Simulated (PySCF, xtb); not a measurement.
CH5FOSi, SMILES F[Si@H](C)O. Other conformers were not sampled.

Harmonic wavenumbers (cm⁻¹) from GFN2-xTB (xtb) at its own minimum, in rising order: 95, 154, 193, 252, 283, 616, 650, 714, 784, 794, 826, 849, 942, 1386, 1480, 1488, 2411, 3020, 3048, 3054, 3661.

**Question.** What does PySCF with PBE-D3(BJ)/def2-SVP give at its own minimum? (The exact figures need the calculation; the answer reports its results.)

**Answer.** 146, 197, 237, 297, 326, 639, 693, 730, 803, 812, 866, 893, 942, 1226, 1378, 1382, 2228, 2977, 3075, 3082, 3767. Paired by order, the mean absolute difference is 56 cm⁻¹ and the zero-point energies are 38.2 and 38.2 kcal/mol.
